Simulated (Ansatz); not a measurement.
C2H5AlFN can be A, `N/C=[CH]/[AlH][F]`, or B, `C=C(F)[NH][AlH2]`.

Isolated molecules relaxed with PBE0-D4/def2-TZVP in Ansatz; ΔE leaves out vibrations. CCSD(T)/CBS is the MP2 limit (def2-TZVPP, def2-QZVPP) plus CCSD(T) − MP2 in def2-TZVPP, frozen cores. DFT in def2-TZVPP. B3LYP here is the variant with VWN-RPA as its local correlation; programs differ in this. Each species was taken in one conformer, which may not be the lowest.

(1) Which isomer does CCSD(T)/CBS put lower? Give the gap. (Best estimate.)

(2) Give E(B) − E(A) in kJ/mol with B3LYP-D4, PBE-D4, HF/def2-TZVPP, B2PLYP, ωB97M-V, r2SCAN-D4, PBE0-D4. (An estimate is asked.)

Largest T1 diagnostic: 0.013.

## Answers

(1) Computed: A, by 179.8 kJ/mol.

(2) The calculation gave: B3LYP-D4 171.7, PBE-D4 168.4, HF/def2-TZVPP 168.2, B2PLYP 177.2, ωB97M-V 169.7, r2SCAN-D4 172.5, PBE0-D4 170.2. None reverses the order clearly.

In def2-TZVPP, CCSD(T) changes the Hartree–Fock value by +3.8 kJ/mol (the triples alone add +0.0 kJ/mol) and MP2 by +15.0 kJ/mol.
